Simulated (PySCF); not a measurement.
An unknown shows these calculated signals:

$^{1}$H NMR (500 MHz, computed): δ 9.79 (s, 1H), 7.36 (br s, 1H), 6.94 (br s, 1H), 4.07 (m, 1H), 3.91 (m, 1H), 3.79 (m, 1H), 3.50 (d, 3H), 0.49 (m, 3H).

$^{13}$C{$^{1}$H} NMR (computed): δ 205.0 (CH), 161.7 (C), 153.9 (CH2), -7.8 (CH3).

[PySCF: geometry: GFN2-xTB; σ from GIAO-PBE0/pcSseg-1; one conformer; equivalent nuclei averaged; non-relativistic Hamiltonian; gas phase]

Shifts are taken against calculated references (same method and geometry level): $^{1}$H, $^{13}$C vs TMS.

**Question.** Which of these does the molecule contain: a Si–CH3 group, an ester, an aldehyde, a nitrile, a non-aromatic C=C double bond, a (CH3)2CH unit?

**Answer.** 
- A Si–CH3 group: yes (δC -7.8; δH 0.49 (m)).
- An ester: no.
- An aldehyde: yes (δC 205.0; δH 9.79 (s)).
- A nitrile: no.
- A non-aromatic C=C double bond: yes.
- A (CH3)2CH unit: no.

The data belong to `C(C(=C)[Si@H]([SiH3])[SiH2]C)=O`, C₄H₁₂OSi₃; they needn't prove each group on their own.

Carbon signals by region: 2 in the far downfield region (above 160 ppm), 1 in the sp2 and nitrile region (100–160 ppm), 1 below 50 ppm. Above 160 ppm: 205.0, aldehyde carbonyl carbon, 161.7, α carbon of a C=C–C=O unit.

Shifts are as computed. Against solution values, carbons near 30 ppm lie about +3 ppm off and those near 130 ppm about +5 ppm. Of 1211 compounds with measured shifts, 218 miss one by over three times the rms of a fit or turn the order of signals round; such compounds aren't used in these exercises. No couplings were computed; multiplicities are counted from neighbouring protons, with m where these are inequivalent, close in shift, in a saturated or five-membered ring or joined by F or P, and br s for small geminal =CH2 splittings.
